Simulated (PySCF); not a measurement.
Isomers of C9H10O, mass 134.073 u with the commonest isotopes. The calculation used PBE0/pcSseg-1 in PySCF (dipole) on a GFN2-xTB geometry, gas phase. One conformer each, none proved a minimum here; rigid rotors.

Task: Order these by rotational constant A, largest first.
A. `[CH2:1]=[CH:2][c:3]1[cH:4][cH:5][cH:6][cH:7][c:8]1[O:9][CH3:10]` with C1–C2–C3–C4 17°, C7–C8–O9–C10 0°
B. `[CH2:1]=[CH:2][CH2:3][O:4][c:5]1[cH:6][cH:7][cH:8][cH:9][cH:10]1` with C1–C2–C3–O4 150°, C2–C3–O4–C5 72°, C3–O4–C5–C6 5°
C. `[CH2:1]=[CH:2][c:3]1[cH:4][c:5]([CH3:6])[cH:7][cH:8][c:9]1[OH:10]` with C1–C2–C3–C4 -32°, C8–C9–O10–H 177°
D. `[CH3:1][O:2][CH2:3][CH:4]1[c:5]2[cH:6][cH:7][cH:8][cH:9][c:10]21` with C1–O2–C3–C4 69°, O2–C3–C4–C5 -162°
E. `[CH3:1][CH2:2][c:3]1[cH:4][cH:5][cH:6][cH:7][c:8]1[CH:9]=[O:10]` with C1–C2–C3–C4 -95°, C7–C8–C9–O10 176°
F. `[CH2:1]=[CH:2][CH2:3][c:4]1[cH:5][cH:6][cH:7][c:8]([OH:9])[cH:10]1` with C1–C2–C3–C4 123°, C2–C3–C4–C5 101°, C7–C8–O9–H -179°

Result: B (3421 MHz), D (3338 MHz), F (2390 MHz), E (2061 MHz), C (1910 MHz), A (1644 MHz).

Task: Order these by dipole moment, largest first.
A. `[OH:1][CH2:2][c:3]1[cH:4][cH:5][c:6]2[c:7]([cH:8]1)[CH2:9][CH2:10]2` with H–O1–C2–C3 -53°, O1–C2–C3–C4 86°
B. `[CH3:1][CH2:2][c:3]1[cH:4][cH:5][cH:6][cH:7][c:8]1[CH:9]=[O:10]` with C1–C2–C3–C4 -95°, C7–C8–C9–O10 176° (2-ethylbenzaldehyde)
C. `[CH2:1]=[CH:2][c:3]1[cH:4][cH:5][cH:6][cH:7][c:8]1[O:9][CH3:10]` with C1–C2–C3–C4 17°, C7–C8–O9–C10 0° (2-vinylanisole)
D. `[CH3:1][O:2][CH2:3][CH:4]1[c:5]2[cH:6][cH:7][cH:8][cH:9][c:10]21` with C1–O2–C3–C4 69°, O2–C3–C4–C5 -162°

Result: B (2.97 D), A (2.02 D), C (1.72 D), D (1.38 D).

Task: Order these by radius of gyration √(Σ m r²/M), smallest first.
A. `[CH3:1][CH2:2][c:3]1[cH:4][cH:5][cH:6][cH:7][c:8]1[CH:9]=[O:10]` with C1–C2–C3–C4 -95°, C7–C8–C9–O10 176° (2-ethylbenzaldehyde)
B. `[CH2:1]=[CH:2][CH2:3][c:4]1[cH:5][cH:6][cH:7][c:8]([OH:9])[cH:10]1` with C1–C2–C3–C4 123°, C2–C3–C4–C5 101°, C7–C8–O9–H -179°
C. `[CH2:1]=[CH:2][c:3]1[cH:4][cH:5][cH:6][cH:7][c:8]1[O:9][CH3:10]` with C1–C2–C3–C4 17°, C7–C8–O9–C10 0° (2-vinylanisole)
D. `[CH2:1]=[CH:2][c:3]1[cH:4][c:5]([CH3:6])[cH:7][cH:8][c:9]1[OH:10]` with C1–C2–C3–C4 -32°, C8–C9–O10–H 177°
E. `[OH:1][CH2:2][c:3]1[cH:4][cH:5][c:6]2[c:7]([cH:8]1)[CH2:9][CH2:10]2` with H–O1–C2–C3 -53°, O1–C2–C3–C4 86°
F. `[CH3:1][O:2][CH2:3][CH:4]1[c:5]2[cH:6][cH:7][cH:8][cH:9][c:10]21` with C1–O2–C3–C4 69°, O2–C3–C4–C5 -162°
G. `[CH2:1]=[CH:2][CH2:3][O:4][c:5]1[cH:6][cH:7][cH:8][cH:9][cH:10]1` with C1–C2–C3–O4 150°, C2–C3–O4–C5 72°, C3–O4–C5–C6 5°

Result: A (2.175 Å), C (2.235 Å), D (2.267 Å), E (2.315 Å), F (2.366 Å), B (2.391 Å), G (2.433 Å).

```
          SMILES  point group  Ia (u·Å²)  Ib (u·Å²)  Ic (u·Å²)      κ  μa (D)  μb (D)  μc (D)
  COCC1c2ccccc21           C1     151.38     618.08     732.01  -0.90    1.10    0.73    0.40
   C=CCOc1ccccc1           C1     147.72     675.84     764.21  -0.94    0.85    0.89    0.31
 C=Cc1cc(C)ccc1O           C1     264.62     429.07     684.46  -0.25    0.33    1.28    0.07
   CCc1ccccc1C=O           C1     245.18     410.80     612.00  -0.35    2.89    0.66    0.23
   C=Cc1ccccc1OC           C1     307.42     364.59     666.94   0.42    1.71    0.18    0.05
 C=CCc1cccc(O)c1           C1     211.46     580.38     741.70  -0.78    1.15    0.53    0.41
OCc1ccc2c(c1)CC2           C1     149.38     591.85     695.60  -0.90    1.73    1.01    0.29
```
